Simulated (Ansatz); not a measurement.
Reaction (homolysis of the S–Si bond): `C[Si](N)(S)Cl` → `[SH]`• + `C[Si](N)Cl`•

Gas-phase electronic energies from Ansatz, PBE0-D4/def2-TZVP geometries. CCSD(T)/CBS is the MP2 limit (def2-TZVPP, def2-QZVPP) plus CCSD(T) − MP2 in def2-TZVPP, frozen cores. This one scheme is used for every species. DFT in def2-TZVPP. B3LYP here is the variant with VWN-RPA as its local correlation; programs differ in this. Open shells (•) are unrestricted, without spin–orbit coupling. Each species was taken in one conformer, which may not be the lowest.

| level | ΔE (kcal/mol) | difference from CCSD(T)/CBS |
| --- | --- | --- |
| B3LYP-D4 | 91.2 | -6.1 |
| ωB97X-V | 96.7 | -0.6 |
| ωB97M-V | 98.2 | 0.9 |
| B2PLYP | 91.4 | -5.9 |
| HF/def2-TZVPP | 69.0 | -28.3 |
| CCSD(T)/def2-TZVPP | 93.7 | -3.6 |
| MP2/def2-QZVPP | 100.4 | 3.1 |
| SCS-MP2/def2-QZVPP | 98.1 | 0.8 |
| HF/CBS(def2) | 68.5 | -28.8 |
| CCSD/CBS(def2) | 94.9 | -2.4 |
| CCSD(T)/CBS | 97.3 | 0 |

Largest T1 diagnostic among the species: 0.012.

From PBE to PBE0 (25 % exact exchange), in def2-TZVPP and without D4, ΔE moves by +0.9 kcal/mol. The D4 term adds +4.1 kcal/mol with B3LYP and +2.2 kcal/mol with PBE0; it sums over pairs of atoms, weighted by their polarisabilities, and B3LYP, whose exchange is more repulsive, gets the larger term. In def2-TZVPP, CCSD(T) changes the Hartree–Fock value by +24.8 kcal/mol (the triples alone add +2.4 kcal/mol) and MP2 by +29.5 kcal/mol; breaking electron pairs costs correlation energy, which Hartree–Fock lacks.
